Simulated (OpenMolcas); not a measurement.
## Ir⁷⁺: effect of the active space

```
Program             : OpenMolcas
Method              : XMS-CASPT2, IPEA 0.25 Eh, imaginary shift 0.1 Eh
Basis               : ANO-RCC-VTZP
Scalar Hamiltonian  : DKH2, point nucleus
Spin-orbit coupling : RASSI with atomic mean-field integrals over the reference wave functions, term energies averaged over their components
```

A. 2 electrons in 5 orbitals (5d); 2S+1 = 3 even, 10 roots; 2S+1 = 1 even, 15 roots; closed shells correlated: 5s 5p; CASPT2 step roughly 2.4 core-seconds
B. 2 electrons in 10 orbitals (5d 6d); 2S+1 = 3 even, 10 roots; 2S+1 = 1 even, 15 roots; closed shells correlated: 5s 5p; CASPT2 step about 70 core-seconds

Energies in cm⁻¹ above 5d² ³F₂, the measured ground level; measured values from van het Hof, Joshi, Wyart and Sugar, J. Res. Natl. Inst. Stand. Technol. 100, 687 (1995).

```
         Level      A      B  Measured
       5d² ³F₂    0.0    0.0       0.0
       5d² ³F₃  13050  13080     12672
       5d² ³P₀  17770  18080     17254
       5d² ³F₄  22290  22340     21615
       5d² ³P₁  26130  26240     25221
       5d² ¹G₄  37460  37500     36253
5d² ³P₂ [56 %]  40020  40090     38878
       5d² ¹S₀  66710  66890     65022
```

Deviations, from unrounded energies. A percentage is the sum of absolute deviations over the sum of measured energies, with the sign that they share, or ± where signs differ.

```
                        Against measurement  Levels     A     B
             mean absolute deviation (cm-1)       7   930  1000
      fine structure of the ground term (%)       2  +3.1  +3.3
other terms of the ground configuration (%)       5  +3.0  +3.4
```

A lies closest to measurement on these levels. The largest miss of A in the table is 5d² ¹S₀, by +1700 cm-1. The ranking rests on the paired levels alone, and a cruder setting can come out closer through cancelling errors.

The two smallest mean deviations differ by little beside CASPT2's spread within terms, so their order carries little weight.

Between A and B the level of the table that moves most is 5d² ³P₀, by 310 cm-1 (lowest in A, highest in B). Moves below CASPT2's spread within the term are not significant.

CASPT2 breaks the degeneracy within a term, and the mean is taken; among the terms shown or strongly mixed into the levels shown the widest spread is 660 cm-1 (5d² ³F, A). Active for correlation alone: 6d; no level in the range computed is led by a configuration that fills it, so any true level of that kind is missing (holds for B). Computed and measured levels are paired by configuration, term and J; levels that our copy of the source lacks, or whose pairing is in doubt (as where it misses far off the trend of its configuration), stay unpaired and out of the deviations. Levels of configurations outside the active space are missing. The table leaves out levels that lie high or whose names do not pair safely across all columns.

A share in square brackets marks a mixed level and gives the weight of the term that names it, the lowest over the columns.
